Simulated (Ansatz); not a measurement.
A geometry optimisation of S2SiSn with PBE0-D3(BJ)/def2-SVP

The starting geometry of this gas-phase singlet was optimised with GFN2-xTB.

```yaml
atoms:
  - { symbol: S, position_ang: [-2.0139, 0.1323, -0.9998] }
  - { symbol: S, position_ang: [2.2361, -0.1906, 2.1411] }
  - { symbol: Si, position_ang: [-0.0301, 0.3299, -1.0731] }
  - { symbol: Sn, position_ang: [1.1287, 1.4596, 1.0782] }
```

Task: Where would you expect an optimisation with PBE0-D3(BJ)/def2-SVP to take it?

Result: New bonds form, giving a structure given below by its coordinates. Distances that change by over a tenth: Si3–Sn4 (2.69 → 3.12 Å). Contacts that close: S1–Sn4 (3.99 → 2.48 Å), S2–Si3 (3.97 → 2.19 Å).

The energy falls by 1.79 eV over 19 steps:

```tsv
step	E − E(last) (eV)
1	1.794
3	1.591
5	1.588
7	1.567
9	1.506
11	1.119
13	0.239
15	0.002
17	0.000
19	0.000
```

Final geometry (Å):

```xyz
4

S    -1.2376    0.7685   -0.2423
S     1.6919   -0.3272    0.9336
Si    0.4570   -0.4673   -0.8673
Sn    0.4095    1.7572    1.3223
```

No frequencies were run, so the end isn't proven a minimum. Atoms past krypton carry core potentials, without spin–orbit terms. Run with Ansatz 0.2.0, 31 s on 2 threads of Arm Neoverse V1, with other jobs on the host.
